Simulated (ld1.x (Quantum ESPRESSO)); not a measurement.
Re: excitation energies, all-electron against TM

```json
{"Element": "rhenium (Re)", "Generator": "ld1.x (Quantum ESPRESSO) 7.5", "Type": "norm-conserving Troullier–Martins (Kleinman–Bylander form)", "Functional": "PBE", "Relativity": "scalar-relativistic", "Frozen core": "[Kr] 4d10 4f14 5s2", "Valence charge": "13", "Reference configuration": "5p6 5d6 6s1 6p0", "Partial waves": "5p (bound): rc 1.75 bohr; 5d (bound): rc 2.40 bohr; 5f channel at 0.5 Ry: rc 1.85 bohr; 6s (bound): rc 2.10 bohr", "Local potential": "the s channel", "Core correction": "Bessel-smoothed model core inside 1.60 bohr"}
```

Energies are relative to the spin-unpolarised reference configuration 5p6 5d6 6s1 6p0; without spin polarisation the order of configurations can differ from experiment.

```json
{"valence configuration": "5p6 5d5 6s2 6p0", "charge": "0", "ΔE all-electron (eV)": "-0.943", "error AE − PS (meV)": "-19"}
{"valence configuration": "5p6 5d5 6s0 6p0", "charge": "+2", "ΔE all-electron (eV)": "24.627", "error AE − PS (meV)": "-37"}
{"valence configuration": "5p6 5d5 6s0 6p1", "charge": "+1", "ΔE all-electron (eV)": "14.111", "error AE − PS (meV)": "-838"}
{"valence configuration": "5p6 5d4 6s2 6p1", "charge": "0", "ΔE all-electron (eV)": "4.114", "error AE − PS (meV)": "-665"}
{"valence configuration": "5p6 5d5 6s1 6p1", "charge": "0", "ΔE all-electron (eV)": "3.842", "error AE − PS (meV)": "-491"}
{"valence configuration": "5p6 5d4 6s0 6p0", "charge": "+3", "ΔE all-electron (eV)": "51.755", "error AE − PS (meV)": "-151"}
```

Q: What are ΔE and the potential's error for 5p6 5d5 6s1 6p0?

A: ΔE = 8.305 eV all-electron; the error (AE − PS) is -12 meV.
